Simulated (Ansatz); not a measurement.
Reaction (hydrogen abstraction from the Si–H bond): `N[SiH](O)Cl` + `[CH3]`• → `N[Si](O)Cl`• + CH₄

Isolated molecules relaxed with PBE0-D4/def2-TZVP in Ansatz; ΔE leaves out vibrations. CCSD(T)/CBS is the MP2 limit (def2-TZVPP, def2-QZVPP) plus CCSD(T) − MP2 in def2-TZVPP, frozen cores. This one scheme is used for every species. DFT in def2-TZVPP. No spin–orbit coupling; open shells (•) take unrestricted orbitals. Each species was taken in one conformer, which may not be the lowest.

```csv
level,ΔE (kJ/mol)
BLYP-D4,-71.5
r2SCANh-D4,-57.5
PBE,-79.8
r2SCANh,-57.7
BHLYP,-46.1
HF/def2-TZVPP,-19.7
MP2/def2-TZVPP,-57.9
CCSD/CBS(def2),-47.9
```

Q: What does CCSD(T)/CBS give? (Best estimate.)

A: Ansatz gave: -52.9 kJ/mol. The listed levels differ from it by -18.6, -4.6, -26.9, -4.8, 6.8, 33.2, -5.0, 5.0 kJ/mol.

Largest T1 diagnostic among the species: 0.013.

From r2SCAN to r2SCAN0 (25 % exact exchange), in def2-TZVPP and without D4, ΔE moves by +6.7 kJ/mol. In def2-TZVPP, CCSD(T) changes the Hartree–Fock value by −31.8 kJ/mol (the triples alone add −5.0 kJ/mol) and MP2 by −38.2 kJ/mol. Leaving LDA and LC-ωPBE aside and taking each functional with its dispersion term where it has one, the values, not all of them listed here, spread over 33.6 kJ/mol, from PBE-D4 to BHLYP-D4. LDA lies −13.6 kJ/mol from PBE without D4.
